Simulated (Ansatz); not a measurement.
Reaction (ligand exchange at the Si–S bond): `F[SiH2]S[SiH3]` + `BO` → `BO[SiH2]F` + `[SiH3]S`

Isolated molecules relaxed with PBE0-D4/def2-TZVP in Ansatz; ΔE leaves out vibrations. CBS: MP2 limit from def2 TZ/QZ plus the TZ coupled-cluster correction, frozen cores. This one scheme is used for every species. DFT in def2-TZVPP. B3LYP here is the variant with VWN-RPA as its local correlation; programs differ in this. One conformer a species, not always the lowest.

`F[SiH2]S[SiH3]`:

Cartesian coordinates in Å:
```
F 0.527 1.974 -0.961
Si 0.897 1.274 0.429
S 1.187 -0.806 0.187
Si -0.808 -1.354 -0.388
H 2.183 1.827 0.904
H -0.225 1.558 1.351
H -1.003 -2.757 0.048
H -0.977 -1.256 -1.857
H -1.781 -0.459 0.287
```

`BO`:

```xyz
5

B     0.081   -0.090    0.403
O    -0.157    0.704   -0.660
H     0.258    0.454    1.454
H     0.110   -1.285    0.281
H    -0.292    0.218   -1.478
```

`BO[SiH2]F`:

Z-matrix (Å, degrees):
```
Si
O 1 1.641
F 1 1.589 2 107.9
H 1 1.479 2 110.5 3 118.0
H 1 1.474 2 108.0 3 -116.7
B 2 1.352 1 132.4 3 -107.2
H 6 1.197 2 118.0 1 178.1
H 6 1.203 2 119.8 1 -2.2
```

`[SiH3]S`:

```xyz
6

Si   -0.237    0.357    0.308
S     0.470   -0.506   -1.515
H    -1.221   -0.526    0.986
H    -0.891    1.623   -0.099
H     0.877    0.641    1.247
H     1.002   -1.590   -0.926
```

| level | ΔE (kcal/mol) |
| --- | --- |
| B3LYP-D4 | -7.5 |
| r2SCANh-D4 | -6.5 |
| HF/def2-TZVPP | -13.3 |
| MP2/def2-QZVPP | -7.0 |

(1) What does CCSD(T)/CBS give? (Best estimate.)

Largest T1 diagnostic among the species: 0.014.

Answers

(1) Ansatz gave: -7.4 kcal/mol. The listed levels differ from it by -0.1, 0.9, -5.9, 0.4 kcal/mol.

At CCSD(T), def2-SVP lies +1.1 kcal/mol from the extrapolated value and def2-TZVPP −0.7 kcal/mol. In def2-TZVPP, CCSD(T) changes the Hartree–Fock value by +5.2 kcal/mol (the triples alone add +1.0 kcal/mol) and MP2 by +6.1 kcal/mol.
